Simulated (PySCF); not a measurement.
Point-charge models of `N#CC1=N[SiH2]C(=O)C1` against its computed dipole.

Coordinates (GFN2-xTB, Å) and charges (e) from the PBE0/pcSseg-1 density (PySCF):

```json
{"atom": "N1", "x": "3.096", "y": "1.516", "z": "-0.830", "Mulliken": "-0.2136", "IAO": "-0.1929", "Hirshfeld": "-0.1810", "ESP-fitted": "-0.3612"}
{"atom": "C2", "x": "2.047", "y": "1.140", "z": "-0.566", "Mulliken": "+0.1765", "IAO": "+0.1321", "Hirshfeld": "+0.0854", "ESP-fitted": "+0.2102"}
{"atom": "C3", "x": "0.760", "y": "0.625", "z": "-0.237", "Mulliken": "+0.0042", "IAO": "+0.1526", "Hirshfeld": "+0.1135", "ESP-fitted": "+0.3927"}
{"atom": "N4", "x": "-0.241", "y": "1.393", "z": "-0.123", "Mulliken": "-0.4814", "IAO": "-0.5201", "Hirshfeld": "-0.2364", "ESP-fitted": "-0.5401"}
{"atom": "Si5", "x": "-1.720", "y": "0.557", "z": "0.287", "Mulliken": "+0.7210", "IAO": "+0.8274", "Hirshfeld": "+0.3951", "ESP-fitted": "+0.4366"}
{"atom": "C6", "x": "-0.805", "y": "-1.152", "z": "0.318", "Mulliken": "-0.0117", "IAO": "+0.1363", "Hirshfeld": "+0.0833", "ESP-fitted": "+0.3460"}
{"atom": "O7", "x": "-1.217", "y": "-2.258", "z": "0.556", "Mulliken": "-0.3185", "IAO": "-0.3604", "Hirshfeld": "-0.2163", "ESP-fitted": "-0.4299"}
{"atom": "C8", "x": "0.652", "y": "-0.864", "z": "-0.036", "Mulliken": "-0.1498", "IAO": "-0.3628", "Hirshfeld": "-0.0828", "ESP-fitted": "-0.1996"}
{"atom": "H9", "x": "-2.171", "y": "0.981", "z": "1.601", "Mulliken": "-0.0531", "IAO": "-0.0959", "Hirshfeld": "-0.0504", "ESP-fitted": "-0.0381"}
{"atom": "H10", "x": "-2.662", "y": "0.666", "z": "-0.815", "Mulliken": "-0.0530", "IAO": "-0.0961", "Hirshfeld": "-0.0506", "ESP-fitted": "-0.0382"}
{"atom": "H11", "x": "1.321", "y": "-1.202", "z": "0.761", "Mulliken": "+0.1893", "IAO": "+0.1897", "Hirshfeld": "+0.0700", "ESP-fitted": "+0.1113"}
{"atom": "H12", "x": "0.941", "y": "-1.403", "z": "-0.942", "Mulliken": "+0.1900", "IAO": "+0.1902", "Hirshfeld": "+0.0703", "ESP-fitted": "+0.1103"}
```

Question: Form Σ q r in debye for every column and set it beside the full dipole.

Answer: The full density gives (-2.22, -0.82, 0.51) D, 2.42 D in size; dipole vectors point from the negative to the positive end.

| scheme | μx | μy | μz | size (D) | share of the full size (%) | angle to the full dipole (°) |
| --- | --- | --- | --- | --- | --- | --- |
| Mulliken | -2.10 | -0.52 | 0.43 | 2.21 | 91 | 6 |
| IAO | -2.51 | 0.03 | 0.46 | 2.56 | 106 | 21 |
| Hirshfeld | -1.81 | -0.08 | 0.35 | 1.85 | 76 | 17 |
| ESP-fitted | -2.21 | -0.86 | 0.52 | 2.43 | 101 | 1 |

Question: Which set comes closest?

Answer: Length of the difference vector: ESP-fitted 0.05 D, Mulliken 0.33 D, Hirshfeld 0.85 D, IAO 0.90 D. Closest: ESP-fitted. The schemes that divide the density aren't constrained to reproduce the dipole.

Question: What is left for the Hirshfeld atoms' own dipoles?

Answer: The shares of the density sum to the whole, so what Σ q r misses lies in dipoles about the nuclei. The atomic dipoles sum to (-2.22, -0.82, 0.51) − (-1.81, -0.08, 0.35) = (-0.41, -0.74, 0.16) D, 0.85 D in size.

Question: With the origin at the mean of the coordinates, (0.000, 0.000, -0.002) Å, which are the largest single terms, by size, of the ESP-fitted dipole along the direction of the full one?

Answer: N1 +6.12, O7 -4.12, Si5 +3.04, C2 -2.40, C6 +1.99 D; all 12 atoms together +2.43 D. The single terms depend on the origin, their sum doesn't.

Question: Give the size of the full dipole in other units.

Answer: 2.42 D = 0.951 au = 0.503 e·Å = 8.07 × 10⁻³⁰ C·m.

Geometry: GFN2-xTB; no solvent, vibrations or thermal averaging.
